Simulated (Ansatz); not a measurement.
I$_{2}$In, charge +2, doublet, geometry from GFN2-xTB of the parent state (such geometries of metal compounds can be far from the true shape) (a state made from the parent by changing its charge; the spin is typed, not shown lowest) (core potentials on I, In); PBE/def2-SVP (Ansatz, an electronic-structure program).

Input for Ansatz:
Ansatz 0.2 input:
```yaml
crystal:
  periodic: [false, false, false]
  atoms:
    - {symbol: In, position_ang: [0.00000000, 0.00000000, 0.00000000]}
    - {symbol: I, position_ang: [-0.00000000, -0.00000000, -2.71854578]}
    - {symbol: I, position_ang: [0.00000000, 0.00000000, 2.71854578]}
basis:
  gaussian:
    orbitals: def2-SVP
hamiltonian:
  xc: pbe
total_charge: 2
magnetization: {spin_polarized: true, initial_magnetization: 1}
```

Task: Write the output that Ansatz gives for this input, abridged.

Result: 
```
Functional definition: PBE
948 factors; their error is unknown
mean field evaluation 1: about -21352.3609 eV, gradient 2.2e1 eV
mean field evaluation 2: about -21338.2583 eV, gradient 4.8e1 eV
mean field evaluation 4: about -21355.4943 eV, gradient 3.5e0 eV
mean field evaluation 8: about -21355.5649 eV, gradient 1.7e0 eV
mean field evaluation 16: about -21355.5921 eV, gradient 3.0e-5 eV
mean field evaluation 32: about -21355.5921 eV, gradient 4.6e-4 eV
mean field evaluation 64: about -21355.5921 eV, gradient 7.9e-7 eV
mean field evaluation 96: about -21352.8828 eV, gradient 4.4e0 eV
mean field evaluation 128: about -21352.8010 eV, gradient 5.2e0 eV
mean field -21355.59214767 eV, -784.8035360865 hartree, gradient 5.1e-7 eV, S^2 0.752986; 7 other end points of the search recorded, 0 dependent functions left out
reference -21355.59218221 eV, -784.8035373558 hartree; 35, 34 occupied and 43, 44 virtual orbitals, 948 factors
Total energy: -21355.59218221 eV, -784.8035373558 hartree
```
